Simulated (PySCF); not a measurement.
CH₆Cl₃NSi₂, singlet, geometry from GFN2-xTB; CASSCF(4,3)/STO-3G (PySCF).

The PySCF input:
```python
from pyscf import gto, scf, mcscf
import numpy

mol = gto.Mole()
mol.atom = '''
    Si    1.316906   -1.142655    0.658608
    Cl    2.867829   -0.402183   -0.377115
    N    -0.149986   -0.926785   -0.262037
    C    -0.151509   -1.576247   -1.568547
    Si   -1.420575    0.215317   -0.004496
    Cl   -1.431073    0.806448    1.907231
    Cl   -1.208934    1.810894   -1.211831
    H     1.184400   -0.440558    1.919414
    H     1.484351   -2.587516    0.787029
    H    -1.171990   -1.738697   -1.909792
    H     0.349262   -2.540852   -1.504658
    H     0.367235   -0.965323   -2.310494
    H    -2.675920   -0.457058   -0.304386
'''
mol.basis = 'sto-3g'
mol.charge = 0
mol.spin = 0
mol.verbose = 4
mol.build()

mf = scf.RHF(mol)
mf.kernel()
mc = mcscf.CASSCF(mf, 3, 4)
mc.fix_spin_(ss=0.0)
mc = mc.newton()
mc.kernel()
occ = numpy.linalg.eigvalsh(mc.fcisolver.make_rdm1(mc.ci, mc.ncas, mc.nelecas))[::-1]
ss = mc.fcisolver.spin_square(mc.ci, mc.ncas, mc.nelecas)[0]
print('natural occupations', occ.round(4), ' <S^2>', round(ss, 4))
```

It wrote (shortened):

```
PySCF version 2.14.0

[INPUT] verbose = 4
[INPUT] num. atoms = 13
[INPUT] num. electrons = 98
[INPUT] charge = 0
[INPUT] spin (= nelec alpha-beta = 2S) = 0
[INPUT] symmetry False subgroup None
[INPUT] Mole.unit = angstrom
[INPUT] Symbol           X                Y                Z      unit          X                Y                Z       unit  Magmom
[...]
nuclear repulsion = 738.865820851403
number of shells = 37
number of NR pGTOs = 183
number of NR cGTOs = 61
basis = sto-3g
ecp = {}

******** <class 'pyscf.scf.hf.RHF'> ********
method = RHF
initial guess = minao
damping factor = 0
level_shift factor = 0
DIIS = <class 'pyscf.scf.diis.CDIIS'>
diis_start_cycle = 1
diis_space = 8
diis_damp = 0
SCF conv_tol = 1e-09
SCF conv_tol_grad = None
SCF max_cycles = 50
direct_scf = True
direct_scf_tol = 1e-13
Set gradient conv threshold to 3.16228e-05
Initial guess from minao.
init E= -2029.60948212403
[...]
cycle= 1 E= -2029.71151537823  delta_E= -0.102  |g|= 0.447  |ddm|= 4.31
[...]
cycle= 2 E= -2029.80019726404  delta_E= -0.0887  |g|= 0.122  |ddm|= 0.993
[...]
cycle= 3 E= -2029.80542448728  delta_E= -0.00523  |g|= 0.0336  |ddm|= 0.224
[...]
cycle= 4 E= -2029.80597742494  delta_E= -0.000553  |g|= 0.00769  |ddm|= 0.0737
[...]
cycle= 5 E= -2029.80602106652  delta_E= -4.36e-05  |g|= 0.00146  |ddm|= 0.0256
[...]
cycle= 6 E= -2029.80602277981  delta_E= -1.71e-06  |g|= 0.000312  |ddm|= 0.00517
[...]
cycle= 7 E= -2029.80602287015  delta_E= -9.03e-08  |g|= 6.76e-05  |ddm|= 0.00128
[...]
cycle= 8 E= -2029.8060228745  delta_E= -4.34e-09  |g|= 1.97e-05  |ddm|= 0.000269
[...]
cycle= 9 E= -2029.80602287489  delta_E= -3.88e-10  |g|= 3.22e-06  |ddm|= 8.97e-05
[...]
Extra cycle  E= -2029.80602287489  delta_E= -2.73e-12  |g|= 1.33e-06  |ddm|= 7.53e-06
converged SCF energy = -2029.80602287489

******** <class 'pyscf.mcscf.newton_casscf.CASSCF'> ********
CAS (2e+2e, 3o), ncore = 47, nvir = 11
max_cycle_macro = 50
max_cycle_micro = 10
conv_tol = 1e-07
conv_tol_grad = None
orbital rotation max_stepsize = 0.03
augmented hessian ah_max_cycle = 30
augmented hessian ah_conv_tol = 1e-12
augmented hessian ah_linear dependence = 1e-14
augmented hessian ah_level shift = 1e-08
augmented hessian ah_start_tol = 500
augmented hessian ah_start_cycle = 3
augmented hessian ah_grad_trust_region = 3
kf_trust_region = 3
kf_interval = 5
natorb = False
canonicalization = True
internal_rotation = False
******** <class 'pyscf.fci.addons.SpinPenaltyFCISolver'> ********
max. cycles = 50
conv_tol = 1e-08
davidson only = True
linear dependence = 1e-12
level shift = 0.001
max iter space = 12
nroots = 1
pspace_size = 400
spin = None

WARN: SO-CASSCF (Second order CASSCF) is an experimental feature. Its performance is bad for large systems.

CASCI E = -2029.80612648138  dE = -2029.8061  S^2 = 0.0000000
Set conv_tol_grad to 0.000316228
macro 1 (7 JK  4 micro), CASSCF E = -2029.8062491664  dE = -0.0001227  |grad|=0.0012  S^2 = 0.0000000
macro 2 (10 JK  6 micro), CASSCF E = -2029.80725853319  dE = -0.001009  |grad|=0.00428  S^2 = 0.0000000
macro 3 (10 JK  6 micro), CASSCF E = -2029.80916341525  dE = -0.001905  |grad|=0.00963  S^2 = 0.0000000
macro 4 (10 JK  6 micro), CASSCF E = -2029.81108587091  dE = -0.001922  |grad|=0.0113  S^2 = 0.0000000
macro 5 (10 JK  6 micro), CASSCF E = -2029.81478473012  dE = -0.003699  |grad|=0.0141  S^2 = 0.0000000
macro 6 (10 JK  6 micro), CASSCF E = -2029.81728804383  dE = -0.002503  |grad|=0.00838  S^2 = 0.0000000
macro 7 (10 JK  6 micro), CASSCF E = -2029.81785405635  dE = -0.000566  |grad|=0.00446  S^2 = 0.0000000
macro 8 (7 JK  3 micro), CASSCF E = -2029.81795017373  dE = -9.612e-05  |grad|=0.00316  S^2 = 0.0000000
macro 9 (11 JK  7 micro), CASSCF E = -2029.8179894795  dE = -3.931e-05  |grad|=0.000961  S^2 = 0.0000000
macro 10 (10 JK  6 micro), CASSCF E = -2029.8180063879  dE = -1.691e-05  |grad|=0.00106  S^2 = 0.0000000
macro 11 (10 JK  6 micro), CASSCF E = -2029.8180355034  dE = -2.912e-05  |grad|=0.00104  S^2 = 0.0000000
macro 12 (11 JK  7 micro), CASSCF E = -2029.81804243089  dE = -6.927e-06  |grad|=0.000332  S^2 = 0.0000000
macro 13 (13 JK  9 micro), CASSCF E = -2029.81804280922  dE = -3.783e-07  |grad|=0.000164  S^2 = 0.0000000
macro 14 (10 JK  6 micro), CASSCF E = -2029.81804287542  dE = -6.62e-08  |grad|=8.8e-05  S^2 = 0.0000000
newton CASSCF converged in 14 macro (27 KF 112 Hx) steps
CASSCF canonicalization
Density matrix diagonal elements [1.99057583 1.99287931 0.01654487]
CASSCF energy = -2029.81804287542
CASCI E = -2029.81804287542  E(CI) = -4.97336725057426  S^2 = 0.0000000
natural occupations [1.9995 1.9843 0.0163]  <S^2> 0.0
```
